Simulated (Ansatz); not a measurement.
The cluster AgSe₂ was relaxed with B3LYP-D4 (def2-TZVP) in Ansatz in these states: neutral doublet, neutral quartet. The geometries follow in no particular order.

In the def2 sets Ag takes a core potential; there is no spin–orbit coupling.

A:

```xyz
3

Ag   -0.7439   -0.8309    1.6646
Se   -0.1238    0.4709   -1.8450
Se    0.8676    0.3600    0.1804
```

B:

```xyz
3

Ag    1.628    0.213   -1.361
Se   -0.263    0.458    1.442
Se   -1.365   -0.670   -0.081
```

Task: Judge from the bond lengths which geometry belongs to which state (an estimate).

Result: A is the neutral doublet (Ag1–Se3 2.494 Å, Se2–Se3 2.258 Å); B is the neutral quartet (Ag1–Se3 3.373 Å, Se2–Se3 2.192 Å).

At PBE0-D4/def2-TZVP a doublet lies 1.12 eV below the neutral quartet. These are the stationary points nearest to one start from a short search; other shapes may lie lower in each state.
